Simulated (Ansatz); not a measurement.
`[CH3][Al]([Cl])[N]=C=O` at its PBE0-D4/def2-TZVP geometry, where that method's forces vanish. Total charge 0; spin multiplicity 1.

| atom | x (Å) | y (Å) | z (Å) |
| --- | --- | --- | --- |
| C1 | 0.344 | -0.763 | 1.514 |
| Al2 | -0.503 | 0.413 | 0.246 |
| Cl3 | -2.032 | 1.736 | 0.779 |
| N4 | -0.017 | 0.428 | -1.449 |
| C5 | 0.201 | 0.552 | -2.619 |
| O6 | 0.426 | 0.659 | -3.757 |
| H7 | 1.415 | -0.548 | 1.579 |
| H8 | -0.085 | -0.671 | 2.513 |
| H9 | 0.250 | -1.805 | 1.193 |

Problem. For each bond, give half the difference of the two atoms' forces along it (eV/Å; positive pushes the atoms apart) under PBE-D4, r2SCAN-D4, B3LYP-D4, ωB97M-V in def2-TZVPP. (Best estimate.)

Solution. Computed: 
```csv
bond,length (Å),PBE-D4,r2SCAN-D4,B3LYP-D4,ωB97M-V
C1–Al2,1.927,-0.07,-0.03,0.03,-0.03
C1–H7,1.094,0.11,0.00,-0.04,-0.05
C1–H8,1.091,0.11,-0.01,-0.04,-0.05
C1–H9,1.094,0.11,0.00,-0.04,-0.05
Al2–Cl3,2.091,0.14,0.04,0.10,0.04
Al2–N4,1.763,-0.43,-0.19,-0.06,0.02
N4–C5,1.196,0.36,0.14,-0.05,0.01
C5–O6,1.165,0.84,0.29,0.27,0.05
```

B3LYP here is the variant with VWN-RPA as its local correlation; programs differ in this.
